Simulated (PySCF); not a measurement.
# Working out the ionisation energy of Ti

Ti [Ar] 3d2 4s2 (3F) → Ti⁺ [Ar] 3d2 4s1 (4F). Computed with PySCF 2.14 in x2c-TZVPall, with scalar relativity by spin-free X2C-1e. Frozen: [Ar]. Energies in hartree (1 hartree = 27.21139 eV):

| part | Ti (lower) | Ti⁺ (upper) |
| --- | --- | --- |
| UHF | -852.736767 | -852.532388 |
| MP2 opposite-spin | -0.027059 | 0.000000 |
| MP2 same-spin | -0.008666 | -0.008971 |

Q: What does Hartree-Fock give?

A: (-852.532388) − (-852.736767) = 0.204379 hartree = 5.561 eV.

Q: What do MP2 and SCS-MP2 (6/5 opposite-spin, 1/3 same-spin) give?

A: The opposite-spin parts differ by 0.736 eV and the same-spin parts by -0.008 eV. MP2: 5.561 + (0.736) + (-0.008) = 6.289 eV. SCS-MP2: 5.561 + 1.2 × (0.736) + (-0.008)/3 = 6.442 eV.

Measured between the centres of the two terms (NIST): 6.828 eV, so MP2 (valence) is off by -0.539 eV.

What remains against the reference includes basis incompleteness, the frozen core and correlation beyond second order.
